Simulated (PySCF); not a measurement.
**W²⁺: excitation energy**

W²⁺ [Xe] 4f14 5d4 (5D) → W²⁺ [Xe] 4f14 5d3 6s1 (5F), as a difference of total energies. All numbers are calculated (PySCF 2.14, scalar relativity through the core potential, in aug-cc-pwCVTZ-PP with ECP60MDF). Correlated levels: valence: 5s2 5p6 frozen; valence and next inner shell: nothing frozen outside the core potential. The calculations carry no spin-orbit coupling.

```
                                method  excitation energy (eV)
                                   UHF                   1.271
                                   LDA                   1.087
                                   PBE                   1.146
                                  PBE0                   1.295
                                r2SCAN                   1.007
                               wB97M-V                   1.324
                             CAM-B3LYP                   1.194
                                PBEsol                   1.146
                         MP2 (valence)                   1.389
                     SCS-MP2 (valence)                   1.310
    MP2 (valence and next inner shell)                   1.238
SCS-MP2 (valence and next inner shell)                   1.230
```

Q: How much does correlation contribute at MP2 (valence and next inner shell)?

A: 1.238 − (1.271) = -0.033 eV, measured against UHF.
